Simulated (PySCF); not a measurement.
C2H6AlFO2.

```xyz
12

Al     0.5223    -0.1396     0.7212
F      1.7248    -1.0674     1.4173
O      0.3166     1.5020     1.1515
H      0.8891     1.9360     1.8034
O     -0.4888    -0.8934    -0.4183
C     -1.4765    -0.4041    -1.3019
C     -1.0200     0.8310    -2.0706
H     -1.7305    -1.2214    -2.0146
H     -2.4142    -0.1720    -0.7430
H     -0.1070     0.6059    -2.6602
H     -1.8044     1.1792    -2.7737
H     -0.7898     1.6640    -1.3731
```

Coordinates come from a PBE-D3(BJ)/def2-SVP optimisation. The structure was generated by enumeration; whether it is a known compound was not checked. The values are those of a single conformer.

The numbers are results of PBE0/pcSseg-1 in PySCF, not measurements. Non-relativistic, no solvent.

Computed absolute GIAO shielding of each atom: isotropic value and principal components (ppm):
| atom | σ(iso) | σ11 | σ22 | σ33 | span |
|---|---|---|---|---|---|
| Al1 | 485.2 | 413.7 | 497.7 | 544.1 | 130.4 |
| F2 | 371.5 | 318.7 | 336.2 | 459.5 | 140.8 |
| O3 | 320.4 | 295.8 | 311.7 | 353.5 | 57.7 |
| H4 | 29.7 | 21.7 | 23.3 | 44.3 | 22.6 |
| O5 | 291.5 | 255.2 | 296.4 | 323.0 | 67.8 |
| C6 | 119.5 | 91.3 | 102.7 | 164.5 | 73.2 |
| C7 | 159.9 | 137.0 | 160.5 | 182.3 | 45.2 |
| H8 | 27.2 | 22.0 | 26.7 | 32.9 | 10.8 |
| H9 | 27.0 | 22.4 | 26.3 | 32.4 | 10.0 |
| H10 | 29.8 | 27.1 | 27.7 | 34.6 | 7.5 |
| H11 | 29.9 | 26.2 | 26.8 | 36.8 | 10.6 |
| H12 | 29.4 | 25.1 | 29.4 | 33.7 | 8.6 |
